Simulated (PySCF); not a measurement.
A calculated (r2SCAN, PySCF 2.14, aug-cc-pVQZ-DK3, scalar relativity by spin-free X2C-1e) atom or ion has these occupied shells.

```tsv
shell	electrons	orbital energy (eV)	rms radius, mean of both spins (bohr)
1s α	1	-32992.5	0.0311
1s β	1	-32992.4	0.0311
2s β	1	-5134.3	0.127
2s α	1	-5134.3	0.127
2p α	3	-4611.6	0.113
2p β	3	-4611.6	0.113
3s β	1	-1061.0	0.335
3s α	1	-1061.0	0.335
3p α	3	-889.95	0.335
3p β	3	-889.93	0.335
3d α	5	-632.37	0.314
3d β	5	-632.35	0.314
4s α	1	-206.70	0.787
4s β	1	-206.66	0.787
4p α	3	-152.67	0.845
4p β	3	-152.64	0.845
4d α	5	-73.126	0.991
4d β	5	-73.112	0.991
5s β	1	-36.525	1.98
5p α	3	-25.842	2.33
5p β	1	-25.005	2.33
```

Problem. Name the element and its charge.

Solution. I²⁺ (iodine, charge +2), in [Kr] 4d10 5s1 5p4, 5s spin antiparallel (an excited configuration).
